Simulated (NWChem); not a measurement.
A calculation on CF2

```xyz
3

F      1.0291     0.0000    -0.1980
C      0.0000     0.0000     0.5940
F     -1.0291     0.0000    -0.1980
```
Charge 0, spin multiplicity 1.

All runs are NWChem calculations. All single points use one geometry, from B3LYP/def2-SVP, a minimum by its harmonic frequencies.

Symmetry labels belong to the abelian group C2v used in the runs, with the axes of the coordinates shown.

The structure started from a generated list of species.

Question: List the lowest 4 singlet excitations that TD-PBE/def2-SVPD gives, with oscillator strengths.

Answer: 
```json
[
 {"state": "1", "symmetry": "b2", "energy (eV)": "4.67", "wavelength (nm)": "266", "f": "0.028"},
 {"state": "2", "symmetry": "a2", "energy (eV)": "7.43", "wavelength (nm)": "167", "f": "0.000"},
 {"state": "3", "symmetry": "a1", "energy (eV)": "8.45", "wavelength (nm)": "147", "f": "0.023"},
 {"state": "4", "symmetry": "b1", "energy (eV)": "9.01", "wavelength (nm)": "138", "f": "0.021"}
]
```
